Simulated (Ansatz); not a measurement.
SnH$_{4}$O, closed shell: a saddle search.

in.yaml

```yaml
crystal:
  periodic: [false, false, false]
  atoms:
    - {symbol: Sn, position_ang: [0.061152, 1.216769, -0.493093]}
    - {symbol: O, position_ang: [1.726997, 0.171976, -0.236286]}
    - {symbol: H, position_ang: [-1.257445, -0.060198, 1.638056]}
    - {symbol: H, position_ang: [-1.433598, -0.524382, 1.073075]}
    - {symbol: H, position_ang: [-0.794235, -0.088884, -1.379880]}
    - {symbol: H, position_ang: [1.697129, -0.715282, -0.601774]}
basis:
  gaussian: {orbitals: def2-SVP}
hamiltonian: {xc: pbe0, dispersion: d4}
saddle:
  max_steps: 30
  mode_guess:
    - [-0.3524, 0.0422, 0.0768]
    - [-0.2794, -0.2248, 0.2639]
    - [0.7238, -0.0306, -0.1875]
    - [-0.0443, 0.2374, -0.1989]
    - [0.0204, 0.0041, -0.0279]
    - [-0.0682, -0.0283, 0.0735]
```

Launched with

```bash
ansatz run in.yaml --threads 2 --pin off --events-out ev --progress --plain --max-ram 4352MiB
```

The run's output (Ansatz 0.2.0):

```
Functional definition: PBE0
  name "PBE0"
  cite "Adamo & Barone, J. Chem. Phys. 110, 6158 (1999) doi:10.1063/1.478522"
  cite "Perdew, Burke & Ernzerhof, Phys. Rev. Lett. 77, 3865 (1996) doi:10.1103/PhysRevLett.77.3865"
  parent pbe
  parameter a = 0.25
  parameter kappa = 0.804
  parameter beta = 0.06672455060314922
  exchange = (1 - a)*pbe_x(kappa = kappa, mu = beta*pi^2/3) + a*exact_x
  correlation = pbe_c(beta = beta)
730 factors; integrals over basis functions are off by at most 2.5e-4 eV
mean field evaluation 1: about -7933.5634 eV, gradient 5.2e1 eV
mean field evaluation 2: about -7886.6640 eV, gradient 1.4e2 eV
mean field evaluation 4: about -7938.7235 eV, gradient 2.3e0 eV
mean field evaluation 8: about -7938.7620 eV, gradient 1.6e-1 eV
mean field evaluation 16: about -7938.7620 eV, gradient 1.6e-5 eV
mean field -7938.76203409 eV, -291.7441236668 hartree, gradient 1.6e-5 eV, S^2 0.000000; 0 other end points of the search recorded, 0 dependent functions left out
the calculation of the forces begins
reference -7938.76205756 eV, -291.7441245293 hartree; 17, 17 occupied and 43, 43 virtual orbitals, 730 factors
these checks for a lower state are left out or cut short: stability, starts, cluster_reference, orbital_swaps, neighbouring_geometries, increment
730 factors; integrals over basis functions are off by at most 2.5e-4 eV
mean field -7938.76247275 eV, -291.7441397872 hartree, gradient 1.2e-6 eV, S^2 0.000000; 0 other end points of the search recorded, 0 dependent functions left out
the calculation of the forces begins
reference -7938.76249622 eV, -291.7441406495 hartree; 17, 17 occupied and 43, 43 virtual orbitals, 730 factors
these checks for a lower state are left out or cut short: stability, starts, cluster_reference, orbital_swaps, neighbouring_geometries, increment
730 factors; integrals over basis functions are off by at most 2.5e-4 eV
mean field -7938.75925968 eV, -291.7440217090 hartree, gradient 1.7e-6 eV, S^2 0.000000; 0 other end points of the search recorded, 0 dependent functions left out
the calculation of the forces begins
reference -7938.75928317 eV, -291.7440225721 hartree; 17, 17 occupied and 43, 43 virtual orbitals, 730 factors
these checks for a lower state are left out or cut short: stability, starts, cluster_reference, orbital_swaps, neighbouring_geometries, increment
730 factors; integrals over basis functions are off by at most 2.8e-4 eV
mean field evaluation 32: about -7938.7666 eV, gradient 3.6e-4 eV
mean field -7938.76659673 eV, -291.7442913407 hartree, gradient 1.2e-6 eV, S^2 0.000000; 0 other end points of the search recorded, 0 dependent functions left out
the calculation of the forces begins
reference -7938.76662021 eV, -291.7442922035 hartree; 17, 17 occupied and 43, 43 virtual orbitals, 730 factors
saddle step   1: F+E_penalty+E_count = -7938.83266815 eV  max|allowed force component| = 3.524e-1 eV/Å  curvature = +0.4393 eV/Å²  mode residual = 4.06e0 eV/Å²  Δτ_max = 0.0000 Å  (1 rotations, 4 force calls, 72 SCF iters)  cluster: 3 rotations left out, max|force component along them| = 4.818e-8 eV/Å
saddle step   2: F+E_penalty+E_count = -7938.83697828 eV  max|allowed force component| = 3.031e-1 eV/Å  curvature = +0.6193 eV/Å²  mode residual = 2.73e0 eV/Å²  Δτ_max = 0.0192 Å  (1 rotations, 4 force calls, 82 SCF iters)  cluster: 3 rotations left out, max|force component along them| = 1.312e-7 eV/Å
WARN: saddle search: on two steps running the search has had no negative curvature along its mode to follow, on a curvature that misses the negative of saddle.curvature_tol by less than its residual: at step 2, +0.619 eV/Å² with a residual of 2.73e0 eV/Å² (extrapolated from the last rotation, not read by a force call). A negative curvature could lie within that residual, and the search be climbing where it has one to follow. Its rotation spent its cap of 1: raise saddle.rotation.max_rotations, or give a saddle.mode_guess nearer the mode
saddle step   3: F+E_penalty+E_count = -7938.83912436 eV  max|allowed force component| = 1.817e-1 eV/Å  curvature = +0.2751 eV/Å²  mode residual = 1.55e0 eV/Å²  Δτ_max = 0.0081 Å  (1 rotations, 4 force calls, 76 SCF iters)  cluster: 3 rotations left out, max|force component along them| = 1.352e-7 eV/Å
saddle step   4: F+E_penalty+E_count = -7938.84019814 eV  max|allowed force component| = 1.488e-1 eV/Å  curvature = +0.4705 eV/Å²  mode residual = 1.56e0 eV/Å²  Δτ_max = 0.0046 Å  (1 rotations, 4 force calls, 61 SCF iters)  cluster: 3 rotations left out, max|force component along them| = 4.764e-7 eV/Å
saddle step   5: F+E_penalty+E_count = -7938.84074665 eV  max|allowed force component| = 9.509e-2 eV/Å  curvature = +0.2782 eV/Å²  mode residual = 1.23e0 eV/Å²  Δτ_max = 0.0054 Å  (1 rotations, 4 force calls, 69 SCF iters)  cluster: 3 rotations left out, max|force component along them| = 3.254e-7 eV/Å
saddle step   6: F+E_penalty+E_count = -7938.84106805 eV  max|allowed force component| = 7.531e-2 eV/Å  curvature = +0.3913 eV/Å²  mode residual = 1.14e0 eV/Å²  Δτ_max = 0.0049 Å  (1 rotations, 4 force calls, 67 SCF iters)  cluster: 3 rotations left out, max|force component along them| = 2.871e-7 eV/Å
saddle step   7: F+E_penalty+E_count = -7938.84124212 eV  max|allowed force component| = 5.318e-2 eV/Å  curvature = +0.2637 eV/Å²  mode residual = 1.03e0 eV/Å²  Δτ_max = 0.0070 Å  (1 rotations, 4 force calls, 61 SCF iters)  cluster: 3 rotations left out, max|force component along them| = 1.661e-7 eV/Å
saddle search: the rotation starts from a random direction (saddle.seed = 0)
saddle step   8: F+E_penalty+E_count = -7938.84127773 eV  max|allowed force component| = 4.537e-2 eV/Å  curvature = +0.2278 eV/Å²  mode residual = 6.66e-1 eV/Å²  Δτ_max = 0.0112 Å  (21 rotations, 28 force calls, 406 SCF iters)  cluster: 3 rotations left out, max|force component along them| = 7.742e-8 eV/Å
Error: the saddle search stopped after 8 steps at a force within `saddle.f_tol`, on a geometry that it can call neither a saddle nor a minimum. The deciding curvature is +0.228 ± 0.178 eV/Å² (`saddle.curvature_tol` = 5.0e-2) with a residual of 6.66e-1 eV/Å² (`saddle.rotation.residual_tol` = 1.0e-1); the other curvature read beside it is +0.342 ± 0.215 eV/Å². A curvature within its tolerance of zero comes of noisy forces (tighten `saddle.dr2_threshold` and, under a hybrid functional on plane waves, `saddle.exx_energy_threshold`; in a Gaussian basis set `accuracy: high`), of a flat stretch of a valley (tighten `saddle.f_tol`), or of solves that end off the electron count, as they can under `cold` smearing where the levels leave a gap (set `scf.occupations.method` to `fixed`, `gaussian`, `fermi_dirac` or, not under a hybrid functional, `methfessel_paxton`). For a residual above its tolerance raise `saddle.rotation.max_rotations` and `saddle.rotation.max_unguided_rotations`, or loosen `saddle.rotation.residual_tol` where the forces' noise keeps it out of reach. The ± is a reading's asymmetry, taken as the error of a positive curvature. Such a curvature stays undecided where it or the other curvature read, less its own ±, is not over `saddle.curvature_tol`. A negative one must be confirmed at half of `saddle.amplitude`, with the atoms moved between the exchange–correlation grid's points (not under `hamiltonian.xc: hf`) and by an estimate at the nearby stationary point. Where `saddle.amplitude` is far under its default, raise it towards the default first. Otherwise see `saddle.amplitude`. From 7 of its steps this search moved with no negative curvature along its mode to follow. A search started from a geometry of this one does not count those moves and, where it converges, warns only of its own. With `saddle.order_check` unset, a search from the last step can check the order less strictly than this one. `saddle.order_check: true` asks for the full check and warns where it cannot tell
F+E_penalty+E_count at the last step = -7938.84127773 eV
to start another search from the last step: its geometry and its mode (saddle.mode_guess, Cartesian), with saddle.order_check: true (the message says why):
  atoms:
    - { symbol: Sn, position_ang: [0.06854379, 1.21485467, -0.48318533] }
    - { symbol: O, position_ang: [1.76277048, 0.17510372, -0.25594004] }
    - { symbol: H, position_ang: [-1.30282359, -0.04606550, 1.65365944] }
    - { symbol: H, position_ang: [-1.45171241, -0.53507705, 1.08230273] }
    - { symbol: H, position_ang: [-0.80012114, -0.09454053, -1.37118599] }
    - { symbol: H, position_ang: [1.72334286, -0.71427631, -0.62555282] }
  mode_guess:
    - [0.12067228, -0.06209855, -0.01514857]
    - [0.24100470, 0.07558629, -0.19863730]
    - [-0.04338177, -0.13360074, 0.17909219]
    - [-0.74798402, 0.13920210, 0.13431504]
    - [0.09489880, -0.10892120, 0.15440758]
    - [0.33479001, 0.08983209, -0.25402893]
  order_check: true


[the SCF lines of later steps are left out]
```

Hardware: 2 CPU threads of an Intel Xeon 6975P-C, shared host. Wall time about 35 s.


The run did not converge within its limit. The search was started at a minimum, where no curvature is negative.